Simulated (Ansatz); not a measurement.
Species: GeNH$_{3}$Br, charge 0, doublet. GeNH3Br (SMILES [NH2][GeH][Br], doublet).
B3LYP-D3(BJ)/def2-TZVP minimum from Ansatz (a quantum-chemistry and plane-wave program):
```
Ge
N 1 1.8502
H 2 1.0116 1 116.52
H 2 1.0125 3 110.30 1 135.46
H 1 1.5665 2 104.83 3 -166.99
Br 1 2.3576 5 107.84 2 -110.81
```
Charge 0, spin multiplicity 2.

Quantity: atomisation energy (electronic, to ground-state atoms), in kcal/mol. UHF or UKS for unpaired electrons; spin-orbit terms are left out. Correlated methods leave the cores frozen (noble-gas shells, and filled d and f shells in the p block). No relativity. CBS(X,Y): correlation extrapolated as X^-3, Hartree-Fock from the larger set. A bracket is a step between two methods taken in the basis named. Double hybrids freeze cores in their MP2 part. For partners of very few electrons the exact lower level stands in for a higher one. Spin-orbit terms, left out, reach several kcal/mol for Br and I, and more for heavier atoms.

CCSD(T)/CBS(cc-pVTZ,cc-pVQZ) + [CCSDT(Q) - CCSD(T)]/cc-pVDZ (Ansatz) gives 396.1 kcal/mol.

How far off this value is PBE/def2-TZVPD (Ansatz), in which direction, and how far these levels: r2SCAN/def2-TZVPD, B3LYP/def2-TZVPD, PBE0/def2-TZVPD, wB97M-V/def2-TZVPD, B2PLYP/def2-TZVPD, CCSD(T)/CBS(cc-pVTZ,cc-pVQZ)?

PBE gives 403.3 kcal/mol, 7.2 kcal/mol above it. Differences of the others: r2SCAN/def2-TZVPD (Ansatz) 2.2; B3LYP/def2-TZVPD (Ansatz) -3.8; PBE0/def2-TZVPD (Ansatz) -3.1; wB97M-V/def2-TZVPD (Ansatz) -2.0; B2PLYP/def2-TZVPD (Ansatz) -7.6; CCSD(T)/CBS(cc-pVTZ,cc-pVQZ) (Ansatz) -0.8 kcal/mol.
